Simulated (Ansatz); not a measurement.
Two shapes of singlet H₁₂.

Shape 1:

```xyz
12

H     1.7100    0.0000    0.3330
H     0.8550    1.4809    0.3330
H    -0.8550    1.4809    0.3330
H    -1.7100    0.0000    0.3330
H    -0.8550   -1.4809    0.3330
H     0.8550   -1.4809    0.3330
H     1.7100    0.0000   -0.3330
H     0.8550    1.4809   -0.3330
H    -0.8550    1.4809   -0.3330
H    -1.7100    0.0000   -0.3330
H    -0.8550   -1.4809   -0.3330
H     0.8550   -1.4809   -0.3330
```

Shape 2:

```xyz
12

H     1.8430    0.0000    0.3589
H     0.9215    1.5961    0.3589
H    -0.9215    1.5961    0.3589
H    -1.8430    0.0000    0.3589
H    -0.9215   -1.5961    0.3589
H     0.9215   -1.5961    0.3589
H     1.8430    0.0000   -0.3589
H     0.9215    1.5961   -0.3589
H    -0.9215    1.5961   -0.3589
H    -1.8430    0.0000   -0.3589
H    -0.9215   -1.5961   -0.3589
H     0.9215   -1.5961   -0.3589
```

Basis set: 6-31G (spherical functions). All electrons are correlated. Charge 0, multiplicity 1.

Computed with Ansatz (development build ahead of 0.2.0); each method stands on the lowest determinant of its kind that the runs found.

**Question.** Which shape is lower in energy, and by how much in each method?

**Answer.**

| method | E(2) − E(1) (eV) |
| --- | --- |
| RHF | -2.048 |
| RHF-MP2 | -2.110 |

Shape 2 is lower. Caution: no unrestricted run beside it, a lower state can exist.
